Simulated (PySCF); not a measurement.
Method: B3LYP in PySCF with Mn def2-SVP, O def2-SVP, F def2-SVP; no relativity; density-fitted integrals. Open shells, if any, are unrestricted.

Q: What spin state, shape and geometry does isolated MnOF₂ take (every ligand bound to Mn)?

A: Formally Mn is in oxidation state +4, d3, with 3 unpaired electrons (the high-spin count). The Mulliken spin on Mn is 3.03. The polar-tensor charge on Mn, 1.68, is far below the formal one. The lowest minimum found is a quartet of C2v symmetry with Mn–F 1.722 Å (×2), Mn–O 1.558 Å; F–Mn–F 123.7°, F–Mn–O 118.1° (×2). Its harmonic wavenumbers are 144 (b1), 186 (a1), 272 (b2), 670 (a1), 779 (b2), 1034 (a1) cm⁻¹ and its dipole moment is 0.05 D.

This need not be the most stable arrangement of these atoms. Open d and f shells are described by one determinant, and the ground state may have another occupation or spin.
